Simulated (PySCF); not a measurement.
A side-by-side comparison of computed properties.

First species: C10H6ClF.
Structure used (GFN2-xTB), in Å, numbered top down from 1:
```xyz
18
C10H6ClF angstrom
F      1.6993   -2.4234   -0.5115
C      1.4589   -1.1184   -0.2635
C      2.5120   -0.2578   -0.1456
C      2.2628    1.0966    0.1110
C      0.9764    1.5466    0.2428
Cl     0.7112    3.2252    0.5590
C     -0.1344    0.6753    0.1270
C     -1.4717    1.0996    0.2588
C     -2.5036    0.2100    0.1379
C     -2.2519   -1.1446   -0.1216
C     -0.9674   -1.5922   -0.2559
C      0.1166   -0.6994   -0.1350
H      3.5223   -0.6191   -0.2501
H      3.0906    1.7814    0.2048
H     -1.6688    2.1416    0.4578
H     -3.5231    0.5493    0.2420
H     -3.0791   -1.8319   -0.2140
H     -0.7588   -2.6324   -0.4558
```

Second species: C6H13FO2.
InChI=1S/C6H13FO2/c1-5(8-3)6(2,7)9-4/h5H,1-4H3/t5-,6+/m0/s1

Levels: PBE0/pcSseg-1 for dipole moment, HOMO energy, LUMO energy and HOMO–LUMO gap; GFN2-xTB for rotational constant A and rotational constant C. Geometries: GFN2-xTB. Each structure is a single optimised conformer of the isolated species, non-relativistic unless stated. Electronic properties by PySCF.

Dipoles, sizes and rotational constants follow the conformer. The torsions of the flexible species, by atom-mapped SMILES:
- `[CH3:1][O:2][C@@H:3]([CH3:4])[C@:5]([CH3:6])([F:7])[O:8][CH3:9]`: C1–O2–C3–C4 153°, O2–C3–C5–C6 -52°, C3–C5–O8–C9 179°

```tsv
property	column X	column Y
dipole moment	1.57 D	0.65 D
HOMO energy	-7.28 eV	-6.54 eV
LUMO energy	1.53 eV	-1.62 eV
HOMO–LUMO gap	8.81 eV	4.92 eV
rotational constant A	2.019 GHz	1.129 GHz
rotational constant C	1.036 GHz	0.470 GHz
```

Question: Which column belongs to which species?

Answer: Column X is the second species and column Y the first. The first has 18 atoms and 92 electrons, the second 22 and 74.

Question: How does each property change from the first species to the second?

Answer: dipole moment +0.92 D; HOMO energy -0.74 eV; LUMO energy +3.15 eV; HOMO–LUMO gap +3.89 eV; rotational constant A +0.890 GHz; rotational constant C +0.566 GHz.

On the first: In atomic units the dipole is 0.26 e·bohr (1 au = 2.5417 D).

On the second: A dipole of 1.57 D is allowed in C1, and pure rotational transitions are dipole-allowed. In atomic units the dipole is 0.62 e·bohr (1 au = 2.5417 D).
